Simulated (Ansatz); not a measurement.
One geometry of ZrS2, several levels of theory.

```yaml
crystal:
  periodic: [false, false, false]
  atoms:
    - {symbol: Zr, position_ang: [0.381780, -0.228279, 1.339781]}
    - {symbol: S, position_ang: [0.205591, -0.816118, -0.941375]}
    - {symbol: S, position_ang: [-0.587371, 1.044397, -0.398407]}
basis:
  gaussian: {orbitals: def2-TZVP, initial_orbitals: start.molden}
hamiltonian: {xc: r2scan, dispersion: d4}
scf: {omitted_lower_state_checks: [starts]}
output: {orbitals: {seedname: orbitals}}
```

The file start.molden holds the orbitals of an earlier run on this structure, at another level or in another basis.

```sh
$ ansatz run in.yaml --threads 4 --pin off --events-out ev --progress --plain --max-ram 3916MiB
```

It prints (some lines left out):

```
Functional definition: r2SCAN
843 factors; their error is unknown
mean field evaluation 1: about -22950.3142 eV, gradient 7.7e0 eV
mean field evaluation 2: about -22950.3608 eV, gradient 1.3e-1 eV
mean field evaluation 4: about -22950.3482 eV, gradient 8.4e-3 eV
mean field evaluation 8: about -22950.3482 eV, gradient 4.5e-5 eV
mean field -22950.34823665 eV, -843.4097413920 hartree, gradient 4.5e-5 eV, S^2 0.000000; 0 other end points of the search recorded, 0 dependent functions left out
reference -22950.34824816 eV, -843.4097418153 hartree; 22, 22 occupied and 92, 92 virtual orbitals, 843 factors
Total energy: -22950.37000347 eV, -843.4105413079 hartree
Checks for a lower state left out: starts
```

Hardware: 4 threads of Arm Neoverse V2 on a shared host. Wall time 1.9 s.

The first input with `gaussian: {orbitals: def2-TZVPP, initial_orbitals: start.molden}`, `correlation: {method: ccsd_t}` and without the key `hamiltonian` (abridged; 8.5 s):

```
Functional definition: HF
mean field evaluation 16: about -22896.3484 eV, gradient 1.5e1 eV
mean field evaluation 32: about -22894.1511 eV, gradient 2.1e-1 eV
mean field evaluation 64: about -22899.7398 eV, gradient 3.7e-3 eV
mean field evaluation 96: about -22899.1629 eV, gradient 5.6e0 eV
mean field evaluation 128: about -22900.6417 eV, gradient 9.2e-1 eV
mean field -22900.94792875 eV, -841.5943135614 hartree, gradient 3.7e-6 eV, S^2 0.000000; 2 other end points of the search recorded, 0 dependent functions left out; unrestricted orbitals would lower it
determinant -22900.94792875 eV, -841.5943135614 hartree, with singles and doubles -22919.88272071 eV, -842.2901543318 hartree
determinant -22899.73977529 eV, -841.5499147406 hartree, with singles and doubles -22918.22057655 eV, -842.2290716603 hartree
determinant -22898.44437379 eV, -841.5023096137 hartree, with singles and doubles -22917.31270744 eV, -842.1957080859 hartree
10 core orbitals not correlated: weight in the atoms' cores, before any rotation towards them, 1.000 or more for the frozen orbitals, at most 0.000 for the correlated occupied ones
second order -18.50987478 eV of doubles, -0.00000000 eV of singles
cycle   1  -18.82499559 eV  change   -5.1e-1 eV  update   3.2e-2
cycle   2  -18.87432160 eV  change   -4.9e-2 eV  update   1.0e-2
[...]
cycle   7  -18.87997865 eV  change   -8.2e-4 eV  update   2.2e-3
cycle   8  -18.88024040 eV  change   -2.6e-4 eV  update   1.9e-3
cycle   9  -18.88127946 eV  change   -1.0e-3 eV  update   1.6e-3
cycle  10  -18.88078811 eV  change    4.9e-4 eV  update   1.2e-3
cycle  11  -18.88151210 eV  change   -7.2e-4 eV  update   7.6e-4
cycle  12  -18.88170308 eV  change   -1.9e-4 eV  update   5.0e-4
cycle  13  -18.88177575 eV  change   -7.3e-5 eV  update   3.3e-4
cycle  14  -18.88177294 eV  change    2.8e-6 eV  update   2.0e-4
cycle  15  -18.88178742 eV  change   -1.4e-5 eV  update   8.1e-5
cycle  16  -18.88172734 eV  change    6.0e-5 eV  update   4.8e-5
cycle  17  -18.88175065 eV  change   -2.3e-5 eV  update   1.9e-5
perturbative correction -1.28961920 eV, -0.0473926316 hartree
Total energy: -22921.11929860 eV, -842.3355977309 hartree
Checks for a lower state left out: starts
```

The first input with `hamiltonian: {xc: {name: revPBE}, dispersion: d4}` (abridged; 0.8 s):

```
Functional definition: revPBE
mean field -22948.68689931 eV, -843.3486883709 hartree, gradient 1.6e-5 eV, S^2 0.000000
Total energy: -22948.95457254 eV, -843.3585251808 hartree
Checks for a lower state left out: starts
```

The first input with `hamiltonian: {xc: pbe0, dispersion: d4}` and without the key `scf` (abridged; 1.5 s):

```
Functional definition: PBE0
mean field evaluation 16: about -22943.3424 eV, gradient 5.4e-2 eV
mean field -22943.40853399 eV, -843.1547120234 hartree, gradient 9.7e-6 eV, S^2 0.000000; 1 other end points of the search recorded, 0 dependent functions left out
Total energy: -22943.51134598 eV, -843.1584902944 hartree
```

First input, but with `gaussian: {orbitals: def2-TZVPD, initial_orbitals: start.molden}`, `correlation: {method: ccsd_t}` and without the key `hamiltonian` (abridged; 6 s):

```
Functional definition: HF
mean field evaluation 16: about -22895.9313 eV, gradient 1.5e1 eV
mean field evaluation 32: about -22893.1122 eV, gradient 2.3e0 eV
mean field evaluation 64: about -22899.6273 eV, gradient 1.5e0 eV
mean field evaluation 96: about -22897.1005 eV, gradient 1.9e1 eV
mean field evaluation 128: about -22900.7318 eV, gradient 5.9e-1 eV
mean field -22900.90359609 eV, -841.5926843662 hartree, gradient 2.3e-6 eV, S^2 0.000000; 2 other end points of the search recorded, 0 dependent functions left out; unrestricted orbitals would lower it
determinant -22900.90359609 eV, -841.5926843662 hartree, with singles and doubles -22918.73093936 eV, -842.2478271478 hartree
determinant -22899.70000535 eV, -841.5484532223 hartree, with singles and doubles -22916.96969723 eV, -842.1831026933 hartree
determinant -22898.39634664 eV, -841.5005446486 hartree, with singles and doubles -22916.15042802 eV, -842.1529951050 hartree
10 core orbitals not correlated: weight in the atoms' cores, before any rotation towards them, 1.000 or more for the frozen orbitals, at most 0.000 for the correlated occupied ones
second order -17.40544511 eV of doubles, -0.00000000 eV of singles
cycle   1  -17.75544014 eV  change   -3.3e-1 eV  update   2.7e-2
cycle   2  -17.77951163 eV  change   -2.4e-2 eV  update   9.4e-3
[...]
cycle   6  -17.78869406 eV  change   -3.9e-3 eV  update   2.1e-3
cycle   7  -17.78820823 eV  change    4.9e-4 eV  update   1.3e-3
cycle   8  -17.78860431 eV  change   -4.0e-4 eV  update   1.1e-3
cycle   9  -17.78868586 eV  change   -8.2e-5 eV  update   9.2e-4
cycle  10  -17.78836131 eV  change    3.2e-4 eV  update   7.4e-4
cycle  11  -17.78864117 eV  change   -2.8e-4 eV  update   4.8e-4
cycle  12  -17.78882044 eV  change   -1.8e-4 eV  update   2.7e-4
cycle  13  -17.78883663 eV  change   -1.6e-5 eV  update   1.5e-4
cycle  14  -17.78887118 eV  change   -3.5e-5 eV  update   7.7e-5
cycle  15  -17.78888799 eV  change   -1.7e-5 eV  update   3.7e-5
cycle  16  -17.78887822 eV  change    9.8e-6 eV  update   2.1e-5
perturbative correction -1.20077606 eV, -0.0441277061 hartree
Total energy: -22919.89325036 eV, -842.2905412892 hartree
Checks for a lower state left out: starts
```

The first input with `hamiltonian: {xc: {name: BHLYP}, dispersion: d4}` (abridged; 1.4 s):

```
Functional definition: BHLYP
mean field -22948.41420398 eV, -843.3386670026 hartree, gradient 1.7e-5 eV, S^2 0.000000
Total energy: -22948.63597787 eV, -843.3468170426 hartree
Checks for a lower state left out: starts
```

As the first input, with `gaussian: {orbitals: def2-TZVPD, initial_orbitals: start.molden}` (abridged; 2.5 s):

```
Functional definition: r2SCAN
mean field -22950.36345658 eV, -843.4103007143 hartree, gradient 5.0e-5 eV, S^2 0.000000
Total energy: -22950.38522774 eV, -843.4111007896 hartree
Checks for a lower state left out: starts
```

Geometry: B3LYP-D4/def2-TZVP.

In the def2 sets Zr takes a core potential; there is no spin–orbit coupling. Correlated methods freeze 10 core orbitals; core or outer-core shells of Zr are correlated, in sets that lack core-valence functions. At r2SCAN-D4/def2-TZVP, CCSD(T)/def2-TZVPP, PBE0-D4/def2-TZVP, CCSD(T)/def2-TZVPD the restricted singlet (for correlated methods, its reference) is unstable: a solution with broken spin symmetry lies lower. The restricted singlet is unstable towards broken spin symmetry at other levels; at revPBE-D4/def2-TZVP, BHLYP-D4/def2-TZVP, r2SCAN-D4/def2-TZVPD this wasn't settled. The order of the spin states hangs on the level: the triplet lies 0.29 eV below the singlet at PBE0-D4/def2-TZVP, but 0.21 eV above it at CCSD(T)/def2-TZVPP. The structure comes from a short search, and lower isomers may exist.
